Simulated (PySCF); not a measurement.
C3H5BN (charge -1).
SMILES: `C=C[BH2-]C#N`

The closed-shell SCF was solved with PySCF and density fitting under several settings on one GFN2-xTB geometry (grid level 2 and gas phase unless stated).

| settings | basis functions | SCF cycles | E (Eh) | HOMO (eV) | LUMO (eV) |
| --- | --- | --- | --- | --- | --- |
| LC-wPBE/aug-pcSseg-1, IEF-PCM chloroform | 175 | 13 | -196.8725 | -8.77 | 1.45 |
| PBE0/pcSseg-1 | 110 | 14 | -196.6908 | -2.58 | 4.99 |

Estimate the rows for these settings: (1) B97-D/pcSseg-2, IEF-PCM tetrahydrofuran; (2) OLYP/def2-SVP.

| settings | basis functions | SCF cycles | E (Eh) | HOMO (eV) | LUMO (eV) |
| --- | --- | --- | --- | --- | --- |
| B97-D/pcSseg-2, IEF-PCM tetrahydrofuran | 250 | 16 | -196.9630 | -5.18 | 0.23 |
| OLYP/def2-SVP | 95 | 16 | -196.7279 | -0.99 | 4.47 |

Over all rows, what range does the HOMO–LUMO gap span?

From 5.41 eV (B97-D/pcSseg-2, IEF-PCM tetrahydrofuran) to 10.22 eV (LC-wPBE/aug-pcSseg-1, IEF-PCM chloroform). The functional of the narrowest has no exact exchange, that of the widest range-separated exact exchange.

Whole jobs, the steps after the SCF included, on an Arm Neoverse V2 with one thread (shared host):

| settings | work after the SCF | wall time | peak memory |
| --- | --- | --- | --- |
| LC-wPBE/aug-pcSseg-1, IEF-PCM chloroform | 25 singlets by full TDDFT, polarisability | 20 s | 0.67 GiB |
| PBE0/pcSseg-1 | shieldings | 4.6 s | 0.51 GiB |
| B97-D/pcSseg-2, IEF-PCM tetrahydrofuran | spin–spin couplings from 10 perturbed nuclei, spin–dipole term for 2 of them | 15 s | 0.81 GiB |
| OLYP/def2-SVP | shieldings | 6.2 s | 0.39 GiB |

B97-D ran without the empirical dispersion term, which would shift the total energy alone. Cycle counts include a coarse-grid stage where the run had one. The species at its GFN2-xTB geometry (one conformer only).

The values belong to the conformer `[CH2:1]=[CH:2][BH2-:3][C:4]#[N:5]`: C1–C2–B3–C4 123°.
